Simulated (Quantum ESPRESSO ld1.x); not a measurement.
Task: Eu VII, 57 electrons, occupied as [Kr] 4d10 4f5 5s2 5p4. Calculated with ld1.x of Quantum ESPRESSO 7.5: scalar-relativistic Kohn-Sham, LDA (Slater exchange, Perdew-Zunger correlation), spin-polarised, spherical densities, point nucleus; open shells are filled with parallel spins first. Some entries of the table are withheld. Estimate them.

orbital  occ.  eigenvalue (eV)  r(max) (bohr)
1s up       1         -48412.4          0.014
1s down     1         -48412.2          0.014
2s up       1         -8024.48          0.081
2s down     1         -8024.29          0.081
2p up       3         -7162.07          0.065
2p down     3         -7161.86          0.065
3s up       1         -1835.75          0.230
3s down     1         -1833.53          0.230
3p up       3         -1567.37          0.224
3p down     3         -1565.15          0.224
3d up       5         -1207.49          0.184
3d down     5         -1205.73          0.184
4s up       1         -435.482          0.528
4s down     1         -430.621          0.528
4p up       3         -346.742          0.549
4p down     3         -341.912          0.549
4d up       5         -222.958          0.572
4d down     5         -218.148          0.572
5s up       1         -121.705           1.18
5s down     1         -117.653           1.19
5p up       3              (1)           1.30
5p down     1              (2)           1.31
4f up       5         -88.0431            (3)
4f down     0         -83.2515            (4)

Result: 
(1) 5p up eigenvalue (eV): -97.1115
(2) 5p down eigenvalue (eV): -93.4875
(3) 4f up r(max) (bohr): 0.572
(4) 4f down r(max) (bohr): 0.572
